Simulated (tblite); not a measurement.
Species: CH₅BCl₃P.
SMILES: `[PH3+][BH2-]C(Cl)(Cl)Cl`

Level: GFN2-xTB in tblite, geometry and Hessian alike; calculated harmonic values, unscaled, isolated species. This tight-binding method is rough: wavenumbers can miss measured ones by several per cent, in bad cases by 10 to 20. Modes of hydrogen on boron and phosphorus can be 10 to 20 % off.

Harmonic wavenumbers (cm⁻¹): 65.7, 119.0, 201.2, 207.8, 247.7, 266.3, 279.9, 326.5, 403.3, 455.3, 524.9, 584.1, 598.6, 691.4, 776.0, 889.3, 920.2, 973.5, 1048.4, 1085.8, 1104.6, 1180.7, 2366.0, 2423.2, 2443.3, 2506.0, 2523.1.

A = 1995, B = 1083, C = 998.7 MHz; mass 163.929 u (most abundant isotopes); point group C1, symmetry number 1.

Zero-point energy?

Half the sum of the wavenumbers: 12606 cm⁻¹ = 36.04 kcal/mol.

What is S at 500 K and 1 bar for an ideal gas of classical rigid rotors and harmonic oscillators?

Translation 43.79, rotation 30.93, vibration 37.33: S = 112.1 cal/(mol K).

And Cp and H(500 K) − H(0)?

Cp = 41.83 cal/(mol K), of which vibrations give 33.88 (their classical limit is 27 R = 53.7); H(500 K) − H(0) = 13.70 kcal/mol without the zero-point energy, 9.72 from vibrations.

What must be added to the electronic energy to get the Gibbs energy at 500 K and 1 bar?

ZPE + [H(500 K) − H(0)] − T·S = 36.04 + 13.70 − 56.03 = -6.29 kcal/mol.

How do the functions run with temperature in this model?

```csv
T (K),S (cal/(mol K)),Cp (cal/(mol K)),H − H(0) (kcal/mol),G − H(0) (kcal/mol),ln q(vib)
100,66.9,16.3,1.12,-5.57,0.88
200,81.2,25.6,3.24,-13.01,2.80
300,93.0,32.6,6.16,-21.74,4.91
800,133.5,49.3,27.48,-79.32,14.42
1000,144.8,52.3,37.65,-107.19,17.57
```

q(vib) and H(0) count from the zero-point level.

Hindered rotation and anharmonicity are outside this model. The structure is chiral; the term R ln 2 for an equal mix with its mirror image is left out.

Conformer computed: `[PH3+:1][BH2-:2][C:3]([Cl:4])([Cl:5])[Cl:6]`: P1–B2–C3–Cl4 -58°.
